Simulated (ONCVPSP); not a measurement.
# Building the ONCV potential for scandium (PW91, scalar-relativistic).

- Element: scandium
- Generator: ONCVPSP 4.0.1
- Type: optimised norm-conserving Vanderbilt (ONCV)
- Functional: PW91
- Relativity: scalar-relativistic
- Frozen core: [Ne]
- Valence charge: 11
- Reference configuration: 3s2 3p6 3d1 4s2
- Partial waves: 3s+4s: rc 1.75 bohr, ncon 4, nbas 8, qcut 8.5 1/bohr, 2 projectors; 3p: rc 1.30 bohr, ncon 5, nbas 8, qcut 10.2 1/bohr, 2 projectors, debl 1.8 Ha; 3d: rc 1.95 bohr, ncon 4, nbas 7, qcut 9.6 1/bohr, 2 projectors, debl 1.4 Ha; f scattering state at 0.26 Ha: rc 1.95 bohr, ncon 4, nbas 8, qcut 6.6 1/bohr, 1 projector
- Local potential: polynomial inside 0.85 bohr (lpopt 3, dvloc0 2 Ha)
- Core correction: Teter function, fcfact 3.25, rcfact 1.25

Poles of the logarithmic derivatives, all-electron (AE) and pseudo (PS). s: poles at -1.7 (AE) and -1.7 (PS) Ha. p: poles at 0.8 (AE) and 0.8 (PS) Ha. d: poles at 0.4, 4.7 (AE) and 0.4, 4.7 (PS) Ha. f: poles at 3.6 (AE) and 3.7 (PS) Ha. Test radii: s 1.78, p 1.32, d 1.98, f 1.98 bohr.

- Cutoffs needed: 34 Ha and 44 Ha (the cutoffs (Ha) at which the residual kinetic energy of the hardest occupied pseudo-wave falls to 1 and 0.1 mHa per electron)
- Ghost test: no bound ghost flagged; no localised positive-energy state flagged
- Configuration tests: 1 of 4 tests not solved or not reliable
- rms error of d²Exc/dni dnj: 1.60 mHa without and 0.81 mHa with the model core
